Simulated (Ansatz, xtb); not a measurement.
## Two isomers of C3H5NSeSi

Structure a: `C=C[SiH2][Se]C#N`, a singlet. Structure b: `N#C[C@@H]1C[Se][SiH2]1`, a singlet. Both are isolated molecules in the gas phase, relaxed with B3LYP-D3(BJ)/def2-SVP, each in the lowest conformer that the search found.

Quicker runs give these differences E(b) − E(a): GFN2-xTB −20.2 kcal/mol; HF/STO-3G −23.2 kcal/mol (at GFN2-xTB geometries); r2SCAN-D4/def2-SVP −13.1 kcal/mol (at GFN2-xTB geometries).

Task: Estimate E(b) − E(a) at the level CCSD(T)/def2-SVP + ΔMP2/def2-TZVPP.

Result: Calculated at CCSD(T)/def2-SVP + ΔMP2/def2-TZVPP: E(b) − E(a) = −10.2 kcal/mol, so structure b lies lower.

Level by level:

```tsv
level	geometry	E(b) − E(a) (kcal/mol)	departure from the last row (kcal/mol)	job, with rough time for the two
GFN2-xTB	GFN2-xTB	−20.2	−10.0	optimisation, 0.42 s
HF/STO-3G	GFN2-xTB	−23.2	−12.9	single point, 0.46 s
r2SCAN-D4/def2-SVP	GFN2-xTB	−13.1	−2.9	single point, 3.4 s
B3LYP-D3(BJ)/def2-SVP	B3LYP-D3(BJ)/def2-SVP	−10.7	−0.5	optimisation, 46 s
HF/def2-SVP	B3LYP-D3(BJ)/def2-SVP	−9.5	+0.7	part of the CCSD(T) run
MP2/def2-SVP	B3LYP-D3(BJ)/def2-SVP	−14.1	−3.8	part of the CCSD(T) run
CCSD(T)/def2-SVP	B3LYP-D3(BJ)/def2-SVP	−11.2	−1.0	single point
CCSD(T)/def2-SVP + ΔMP2/def2-TZVPP	B3LYP-D3(BJ)/def2-SVP	−10.2		single point, 51 s
```

As drawn, b has 2 C–C in place of 1 C=C. Structure a has no ring, b a 4-membered ring.

The levels shown agree on the order. The largest departure from CCSD(T)/def2-SVP + ΔMP2/def2-TZVPP is that of HF/STO-3G, 12.9 kcal/mol. The last row adds to CCSD(T) the change of the MP2 difference between the two basis sets, here +1.0 kcal/mol.

With thermal terms from frequencies at re-optimised GFN2-xTB minima (ideal gas, soft modes damped towards free rotors, one conformer each, 298.15 K, 1 atm): the zero-point term adds +1.8 kcal/mol; ΔH is −9.3 and ΔG −7.2 kcal/mol.

The correlated steps freeze 18 core orbitals; the filled d shell of Se is correlated, in a basis made for valence electrons. Mirror images aren't counted in ΔG. Programs: Ansatz 0.2.0, xtb 6.7.1; the last row on 4 threads of Arm Neoverse V1 on a shared host.
